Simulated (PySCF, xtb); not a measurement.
CH₂Cl, SMILES Cl[CH2] (connectivity only; charge and spin as stated), charge +1, multiplicity 1.

Harmonic wavenumbers (cm⁻¹) from GFN2-xTB in xtb at its own minimum, in rising order: 965, 982, 1021, 1322, 2885, 2916.

Problem. What does PBE-D3(BJ)/def2-TZVP run with PySCF give at its own minimum? (The exact figures need the calculation; the answer reports its results.)

Solution. 1016, 1034, 1105, 1421, 3007, 3143. Paired by order, the mean absolute difference is 106 cm⁻¹ and the zero-point energies are 14.4 and 15.3 kcal/mol.
